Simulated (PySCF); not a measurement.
H₂S, SMILES S. Heavy atoms are numbered as in [SH2:1]. Hydrogens are named by the atom that carries them.

The structure is a stationary point at B3LYP-D3(BJ)/def2-TZVP.

Calculation: PySCF with KT2/pcSseg-2.

GIAO shieldings, no solvent; atoms alike by connectivity are averaged. δ = σ(ref) − σ: ³³S against H2S (σ = 720.7 ppm); ¹H against TMS (σ = 31.47 ppm), references at their B3LYP-D3(BJ)/def2-TZVP geometries, non-relativistic.

Question: Estimate the chemical shifts. (An estimate is asked for; the answer gives what the named calculation found.)

Answer: 
```csv
nucleus,atoms,count,δ (ppm)
³³S,S1 (SH2),1,0.0
¹H,H on S1,2,0.85
```
